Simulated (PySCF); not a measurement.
From a computed spectrum to the compound

A species of 3 atoms with charge 2 has these harmonic modes (PBE0, small Gaussian bases with core potentials, PySCF 2.14.0):

```csv
cm⁻¹,km/mol,symmetry
45,0.1,πu
45,0.1,πu
147,0.0,σg+
232,3.3,σu+
```

Question: Which species is it, and in which structure?

Answer: [PbI2]2+ (singlet):
```xyz
3

Pb    0.0000    0.0000    0.0000
I     2.6420    0.0000    0.0000
I    -2.6420    0.0000    0.0000
```
Ideal gas at 298.15 K and 1 bar: S = 332.1 J/(mol K), Cp = 61.1 J/(mol K), H − H(0 K) = 16.2 kJ/mol (rigid rotor, harmonic modes, spin degeneracy alone; the modes under 60 cm⁻¹ make these uncertain). 
 This is one of several that fit.
